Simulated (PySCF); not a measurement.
HP2, charge +1. Atoms are numbered in the order given.

```xyz
3

P      0.0000     0.0000     1.0114
P      0.0000     0.0000    -0.8598
H      0.0000     0.0000    -2.2751
```
Charge +1, spin multiplicity 1.

Coordinates come from a TPSSh-D3(BJ)/def2-TZVPD optimisation. The isomer is the one that the SMILES or the coordinates give; other isomers of the formula were not compared.

Level of theory: PySCF with HF/def2-TZVPD.

The total energy is -681.71574 hartree and the point group comes out as C∞v. The highest occupied level is -17.05 eV. The lowest empty level comes out as -5.89 eV. The orbital gap is 11.17 eV, the dipole moment about the centre of nuclear charge is 1.95 D and the mean static polarisability is 42.7 bohr³ (6.33 Å³). The polarisability, principal values comes out as 33.1, 33.1, 62.0 bohr³.
